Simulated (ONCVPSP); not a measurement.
**osmium (Os), ONCV: configuration errors across variants**

- Element: osmium (Os)
- Generator: ONCVPSP 4.0.1
- Type: optimised norm-conserving Vanderbilt (ONCV)
- Functional: PBE
- Relativity: scalar-relativistic
- Frozen core: [Xe] 4f14
- Valence charge: 8
- Reference configuration: 5d7 6s1
- Partial waves: 6s: rc 2.60 bohr, ncon 4, nbas 9, qcut 2.3 1/bohr, 2 projectors, debl 0.9 Ha; p scattering state at 0.45 Ha: rc 2.70 bohr, ncon 3, nbas 6, qcut 2.7 1/bohr, 3 projectors, debl 1.9 Ha; 5d: rc 2.05 bohr, ncon 3, nbas 8, qcut 7.9 1/bohr, 2 projectors, debl 3.1 Ha; f scattering state at 0.03 Ha: rc 2.75 bohr, ncon 4, nbas 9, qcut 3.9 1/bohr, 2 projectors, debl 1 Ha
- Local potential: polynomial inside 1.85 bohr (lpopt 3, dvloc0 1 Ha)
- Core correction: polynomial model core, fcfact 0.35

In the p channel the program set the typed energies aside and used 0.050, 1.950, 3.850 Ha.

All-electron excitation energies from the reference (eV): (1) 5d6 6s2 -0.317; (2) 5d6 6s1 9.260; (3) 5d6 6s0 26.175; (4) 5d6 6s0 6p1 15.405.

1 further variants failed, have other tests or too few solved ones, and are left out.

Errors AE − PS in meV (a dash: test not solved or not reliable):

```
     change  (1)  (2)  (3)  (4)  bound ghosts  GHOST(+) flags above zero
       base  -28  -21  -47  -61          none                    s, p, f
p: qcut 2.1  -28  -21  -47  -56          none                    s, p, f
d: qcut 6.6  -26  -20  -50  -61          none                    s, p, f
```

Q: Give the same row for: s: rc 2.8.

A: -16, -18, -60, -74; bound ghosts: none; GHOST(+) flags above zero: s, p, f.
